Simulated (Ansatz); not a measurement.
`[CH3][AlH][O][GaH2]`, charge 0, multiplicity 1.

Question: Give a relaxed structure at PBE0-D4/def2-TZVP (Ansatz). (An estimate is asked.)

Answer: Ansatz gave: 
```xyz
10

C     0.851   -1.197    1.473
Al    1.011   -0.161   -0.168
O    -0.341    0.618   -0.790
Ga   -1.739    1.447   -1.480
H     1.814   -1.586    1.816
H     0.423   -0.595    2.281
H     0.180   -2.051    1.331
H     2.372   -0.012   -0.971
H    -1.976    2.914   -0.997
H    -2.595    0.624   -2.495
```
Point group Cs.
This is one stationary point; other conformers may exist.
